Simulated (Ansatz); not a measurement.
Consider the redistribution: `CO[SiH](C#N)OC` + `[OH][AlH][CH2]F` → `CO[SiH](F)C#N` + `CO[CH2][AlH][OH]`.

Isolated molecules relaxed with PBE0-D4/def2-TZVP in Ansatz; ΔE leaves out vibrations. CBS: MP2 limit from def2 TZ/QZ plus the TZ coupled-cluster correction, frozen cores. DFT in def2-TZVPP. B3LYP here is the variant with VWN-RPA as its local correlation; programs differ in this. One conformer a species, not always the lowest.

```csv
level,ΔE (kJ/mol),difference from CCSD(T)/CBS
PBE-D4,-57.6,0.5
r2SCAN-D4,-57.2,0.9
PBE0-D4,-55.5,2.6
B3LYP-D4,-52.4,5.7
ωB97X-V,-53.3,4.8
ωB97M-V,-54.8,3.3
B2PLYP,-54.8,3.3
PBE,-56.7,1.4
r2SCAN,-57.2,0.9
PBE0,-54.9,3.2
B3LYP,-50.8,7.3
HF/def2-TZVPP,-42.9,15.2
MP2/def2-TZVPP,-62.1,-4.0
SCS-MP2/def2-TZVPP,-57.9,0.2
CCSD/def2-TZVPP,-56.3,1.8
CCSD(T)/def2-TZVPP,-58.7,-0.6
HF/def2-QZVPP,-43.4,14.7
MP2/def2-QZVPP,-61.9,-3.8
SCS-MP2/def2-QZVPP,-57.7,0.4
HF/CBS(def2),-43.4,14.7
MP2/CBS(def2),-61.4,-3.3
CCSD/CBS(def2),-55.7,2.4
CCSD(T)/CBS,-58.1,0
```

Largest T1 diagnostic among the species: 0.013.

In def2-TZVPP, CCSD(T) changes the Hartree–Fock value by −15.8 kJ/mol (the triples alone add −2.4 kJ/mol) and MP2 by −19.2 kJ/mol.
